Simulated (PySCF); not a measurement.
Isomers of CH10O2Si3, one conformer each. Theory: core-valence-separated Tamm–Dancoff BHandHLYP/aug-pcX-1 (pcseg-1 on H, def2-SVPD on Si) in PySCF, non-relativistic, gas phase, PBE0-D3(BJ)/def2-SVP geometry. BHandHLYP without relativity tends to put these K edges a few eV too low, so spacings mean more than positions.

P. `O[Si@H](C[SiH3])O[SiH3]`
Q. `C[Si@H]([SiH3])O[SiH2]O`

Main lines, eV (oscillator strength):
1. C K: 285.6 (0.011), 285.9 (0.026), 286.0 (0.024), 286.2 (0.025); O K: 531.9 (0.018), 532.4 (0.007), 533.0 (0.014), 533.6 (0.014), 533.8 (0.014)
2. C K: 285.0 (0.006), 285.6 (0.032), 285.8 (0.020), 286.1 (0.014), 286.7 (0.006); O K: 532.0 (0.018), 532.4 (0.004), 533.4 (0.016), 533.8 (0.015), 534.0 (0.008)
Listed: the first five lines at most of each edge with a tenth or more of its strongest line's intensity; roots within 0.03 eV on the same or equivalent atoms are summed. Only the lowest roots were sought, and the top ones are left out.

Question: Which spectrum belongs to which isomer?

Answer: 1 = Q, 2 = P.
- P: first C line listed at 285.0 eV, hole on the sp3 carbon bound to silicon; first O line listed at 532.0 eV, hole on the silanol oxygen.
- Q: first C line listed at 285.6 eV, hole on the Si-methyl carbon; first O line listed at 531.9 eV, hole on the silanol oxygen.

Question: What are the ground-state energies of the isomers at BHandHLYP/aug-pcX-1 (pcseg-1 on H, def2-SVPD on Si), relative to the lowest?

Answer: P 0.0, Q 5.0 kJ/mol (electronic energies on these geometries, no dispersion or zero-point terms).
